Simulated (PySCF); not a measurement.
**Bond length, frequency and bond energy of SeO by level of theory**

State: ³Σ⁻ (triplet), unpaired electrons π ↑↑. Set-up: basis Se pcseg-1, O pcseg-1; no relativity; PySCF 2.14. De refers to Se + O in their high-spin ground configurations, without counterpoise correction. The functionals are run spin-unrestricted. A positive dipole means Se(−)O(+). Levels whose curve was spin-contaminated or gave no clean fit are not listed.

```
   Level  Re (Å)  ωe (cm⁻¹)  De (eV)  μ (D)  CPU s a point (SCF and correlation, without the integrals)
     UHF   1.623       1044     0.75  -2.63                                                       0.095
UHF-CCSD   1.677        892     3.28    n/a                                                         n/a
     PBE   1.696        852     4.96  -2.14                                                        0.84
    PW91   1.695        853     4.99  -2.14                                                        0.48
  r²SCAN   1.678        889     4.45  -2.16                                                        0.86
 r²SCANh   1.669        912     4.18  -2.22                                                        0.89
    PBE0   1.665        925     4.14  -2.28                                                        0.85
 r²SCAN0   1.656        945     3.80  -2.30                                                        0.92
   HSE06   1.667        918     4.15  -2.28                                                           1
```

**Question.** What does the step from GGA to meta-GGA do here, going from PBE to r²SCAN?

**Answer.** r²SCAN less PBE: -1.8 pm in Re, +4.3 % in ωe, -0.51 eV in De. 

Correlated steps freeze 10 core orbitals. Correlated levels converge slowly with the basis: in double zeta they bind strong bonds too weakly, by up to about 1 eV, and carry superposition errors of some tenths. Spin–orbit coupling is left out. The state is the lowest determinant that a PBE0 search found; another state may lie lower at other levels.

The whole job (state search and all levels along the bond) took about 2.2 min on 1 thread of Arm Neoverse V1 (shared host), peak memory 0.47 GiB.
